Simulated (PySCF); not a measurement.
Fine-structure interval along the 5-electron series

Calculated with PySCF 2.14 and a two-component X2C-1e Hamiltonian (Gaussian nucleus, no Breit or QED terms), each ion in its own even-tempered basis scaled to its charge; GMP2 freezes nothing and drops the highest virtual spinors. Values in cm⁻¹.

| ion | configuration | GHF (screened spin-orbit) | GMP2 (screened spin-orbit) | GHF (bare spin-orbit) |
| --- | --- | --- | --- | --- |
| Au(74+) | [He] 2s2 2p1 | 16081000 | 16059000 | 16557000 |
| Tl(76+) | [He] 2s2 2p1 | 18061000 | 18039000 | 18587000 |

(1) Fill in the row of Hg(75+).

Results:

(1) configuration: [He] 2s2 2p1; GHF (screened spin-orbit): 17046000; GMP2 (screened spin-orbit): 17025000; GHF (bare spin-orbit): 17548000.
